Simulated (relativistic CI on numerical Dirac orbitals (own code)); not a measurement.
# Pt4+: 5d valence photoemission

Computed with this model: Dirac-Coulomb-Breit CI, KLI orbitals optimised for each configuration, model QED, valence Slater integrals scaled by 0.8, multiplet model of photoemission in the sudden approximation; configurations [Xe] 4f14 5d6 → [Xe] 4f14 5d5; 300 K; Lorentzian 0.21 eV and Gaussian 0.5 eV FWHM. Energies are those of the free ion, without screening or charge transfer. The energies are binding energies and can lie tens of eV above those of solids. S is read from ⟨S²⟩ = S(S + 1).

Field parameters in Wybourne normalisation: D4h B²₀ = −7Ds, B⁴₀ = 21(Dq − Dt), B⁴₄ = 21√(5/14) Dq. The field is a parameter set, without covalency.

free ion: ground-state S = 1.81, centroid 59.49 eV. Peaks (eV, height): 57.0 (52), 59.1 (26), 60.1 (100), 61.9 (11), 62.8 (7).

D4h, 10Dq = 39800, Ds = -1500, Dt = -20 cm⁻¹: ground-state S = 0.19, centroid 60.48 eV. Peaks (eV, height): 59.4 (66), 60.8 (100).

D4h, 10Dq = 39800, Ds = -600, Dt = -20 cm⁻¹: ground-state S = 0.19, centroid 60.48 eV. Peaks (eV, height): 59.5 (54), 60.8 (100).

D4h, 10Dq = 39800, Ds = 1200, Dt = -20 cm⁻¹: ground-state S = 0.19, centroid 60.48 eV. Peaks (eV, height): 59.4 (58), 60.8 (100).

D4h, 10Dq = 39800, Ds = 2100, Dt = -20 cm⁻¹: ground-state S = 0.19, centroid 60.48 eV. Peaks (eV, height): 59.4 (69), 60.8 (100).

D4h, 10Dq = 39800, Ds = 3000, Dt = -20 cm⁻¹: ground-state S = 0.19, centroid 60.48 eV. Peaks (eV, height): 59.3 (80), 60.8 (100).

Strongest unbroadened transitions for D4h, 10Dq = 39800, Ds = 2100, Dt = -20 cm⁻¹:

| Energy (eV) | Relative strength |
| --- | --- |
| 59.37 | 100.0 |
| 60.63 | 98.6 |
| 61.02 | 97.0 |
| 62.52 | 1.3 |
| 62.99 | 0.7 |
| 63.10 | 0.4 |
| 63.19 | 0.5 |
| 63.67 | 0.3 |
| 64.44 | 0.2 |
| 64.52 | 0.4 |
| 64.55 | 0.1 |
| 64.86 | 0.6 |
| 66.17 | 1.1 |
| 66.26 | 1.1 |
| 66.96 | 0.2 |
| 67.30 | 0.2 |
| 67.55 | 0.5 |
| 68.95 | 0.1 |
